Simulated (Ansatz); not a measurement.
Species: C6H11, net charge 0, doublet state. It need not be the lowest isomer of its formula. 
Geometry from a B3LYP-D3(BJ)/def2-TZVP (Ansatz, an electronic-structure program) optimisation:
SMILES: [CH2]C/C=C\CC
```xyz
17

C      2.7798    -0.1710    -0.1258
C      1.4753     0.1070    -0.7896
C      0.5727     0.9820     0.0357
C     -0.5798     0.6418     0.6083
C     -1.2801    -0.6822     0.5524
C     -2.6257    -0.5969    -0.1771
H      3.6661    -0.3851    -0.7073
H      2.8342    -0.2714     0.9493
H      1.6578     0.5890    -1.7572
H      0.9674    -0.8370    -1.0320
H      0.9359     1.9944     0.1854
H     -1.1016     1.4089     1.1757
H     -1.4553    -1.0305     1.5762
H     -0.6518    -1.4363     0.0764
H     -3.2783     0.1439     0.2901
H     -2.4831    -0.3022    -1.2183
H     -3.1435    -1.5578    -0.1614
```
Charge 0, spin multiplicity 2.

Dipole moments at this geometry, in debye (magnitudes).

```csv
level,program,dipole (D)
SVWN5/def2-TZVPD,Ansatz,0.59
BLYP/def2-TZVPD,Ansatz,0.52
revPBE/def2-TZVPD,Ansatz,0.51
r2SCAN/def2-TZVPD,Ansatz,0.49
B97M-V/def2-TZVPD,Ansatz,…
B3LYP/def2-TZVPD,Ansatz,0.49
PBE0/def2-TZVPD,Ansatz,0.49
BHLYP/def2-TZVPD,Ansatz,0.45
r2SCANh/def2-TZVPD,Ansatz,0.48
r2SCAN0/def2-TZVPD,Ansatz,0.47
CAM-B3LYP/def2-TZVPD,Ansatz,0.48
wB97M-V/def2-TZVPD,Ansatz,0.49
CCSD(T)/aug-cc-pVDZ,Ansatz,…
```

Q: Fill in the missing entries.

A: 
- B97M-V/def2-TZVPD, dipole (D): 0.50
- CCSD(T)/aug-cc-pVDZ, dipole (D): 0.45
